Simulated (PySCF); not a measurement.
# Correlation energy of Se²⁺ (selenium, charge +2)

[Ar] 3d10 4s2 4p2, high-spin 3P determinant. Calculation: PySCF 2.14, in dyall-av2z (16s12p8d, 92 functions); no relativity, point nucleus. Frozen: [Ar] 3d10; 4 electrons correlated; the 39 highest virtual orbitals of each spin left out.

```json
{"level": "CCSD", "correlation energy (mhartree)": "-66.67"}
{"level": "(T)", "correlation energy (mhartree)": "-0.83"}
{"level": "CCSD(T)", "correlation energy (mhartree)": "-67.50"}
```

Diagnostics: T1 = 0.0065, D1 = 0.0180, largest double amplitude 0.098.

Cost of the coupled-cluster step: about 2.5 core-seconds, for 4 correlated electrons.

Iterations:

```
CC2 = 0
CCSD nocc = (np.int64(3), np.int64(1)), nmo = (39, 39)
frozen orbitals [[0, 1, 2, 3, 4, 5, 6, 7, 8, 9, 10, 11, 12, 13, 53, 54, 55, 56, 57, 58, 59, 60, 61, 62, 63, 64, 65, 66, 67, 68, 69, 70, 71, 72, 73, 74, 75, 76, 77, 78, 79, 80, 81, 82, 83, 84, 85, 86, 87, 88, 89, 90, 91], [0, 1, 2, 3, 4, 5, 6, 7, 8, 9, 10, 11, 12, 13, 53, 54, 55, 56, 57, 58, 59, 60, 61, 62, 63, 64, 65, 66, 67, 68, 69, 70, 71, 72, 73, 74, 75, 76, 77, 78, 79, 80, 81, 82, 83, 84, 85, 86, 87, 88, 89, 90, 91]]
max_cycle = 100
direct = 0
conv_tol = 1e-08
conv_tol_normt = 1e-06
diis_space = 8
diis_start_cycle = 0
Init t2, MP2 energy = -0.0493100005461614
Init E_corr(UCCSD) = -0.0493100005486526
cycle = 1  E_corr(UCCSD) = -0.0614398597022813  dE = -0.0121298592  norm(t1,t2) = 0.0437497
cycle = 2  E_corr(UCCSD) = -0.0648401585363365  dE = -0.00340029883  norm(t1,t2) = 0.0158232
cycle = 3  E_corr(UCCSD) = -0.0666790429128304  dE = -0.00183888438  norm(t1,t2) = 0.00676512
cycle = 4  E_corr(UCCSD) = -0.0666591078234124  dE = 1.99350894e-05  norm(t1,t2) = 0.00105118
cycle = 5  E_corr(UCCSD) = -0.0666679512693904  dE = -8.84344598e-06  norm(t1,t2) = 0.000135106
cycle = 6  E_corr(UCCSD) = -0.0666652253750377  dE = 2.72589435e-06  norm(t1,t2) = 1.8806e-05
cycle = 7  E_corr(UCCSD) = -0.0666662738844492  dE = -1.04850941e-06  norm(t1,t2) = 3.07517e-06
cycle = 8  E_corr(UCCSD) = -0.0666660083649306  dE = 2.65519519e-07  norm(t1,t2) = 8.16444e-07
cycle = 9  E_corr(UCCSD) = -0.0666660269560382  dE = -1.85911076e-08  norm(t1,t2) = 9.52386e-08
cycle = 10  E_corr(UCCSD) = -0.0666660275174997  dE = -5.61461419e-10  norm(t1,t2) = 1.7777e-08
UCCSD converged
E(UCCSD) = -2398.831481484605  E_corr = -0.06666602751749966
UCCSD(T) correction = -0.00082704629958975
```
